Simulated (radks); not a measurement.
The table gives one normalised radial function P(r) = r R(r) of Pb+ in [Hg] 6p1 (r in bohr). Calculated with a radial shooting solver on a logarithmic mesh with Libxc functionals: scalar-relativistic Kohn-Sham, PBE, spin-polarised, spherical densities, finite nucleus; open shells are filled with parallel spins first (spin-orbit coupling, left out, can overturn this in heavy ions); Fermi nuclear charge, rms radius 5.5012 fm.

r         P
0.00285    0.0002
0.003893   0.0004
0.005276   0.0009
0.007208   0.0021
0.009769   0.0047
0.01324    0.0102
0.01809    0.0219
0.02451    0.0444
0.03349    0.0864
0.04539    0.1525
0.062      0.2427
0.08403    0.3219
0.1148     0.3216
0.1556     0.1588
0.2109    -0.1619
0.2881    -0.4592
0.3904    -0.4243
0.5334     0.0390
0.7228     0.6323
0.9875     0.9723
1.338      0.8913
1.828      0.5696
2.478      0.2664
3.358      0.0869
4.588      0.0170
6.218      0.0018
8.495      0.0001

Which n and l does it have? It may be an empty orbital.

Answer. n = 5, l = 2: the number of nodes gives n - l - 1 = 2, the rise at small r (about r^(l+1), flatter next to the nucleus through relativity) gives l, and the extent must fit the shell. The curve is that of 5d down; the table hardly tells the two spins apart. 5d down: eigenvalue -28.764 eV, 2 radial nodes at r = 0.183, 0.523 bohr, <r> = 1.30 bohr, 90 % of the charge inside 1.96 bohr.
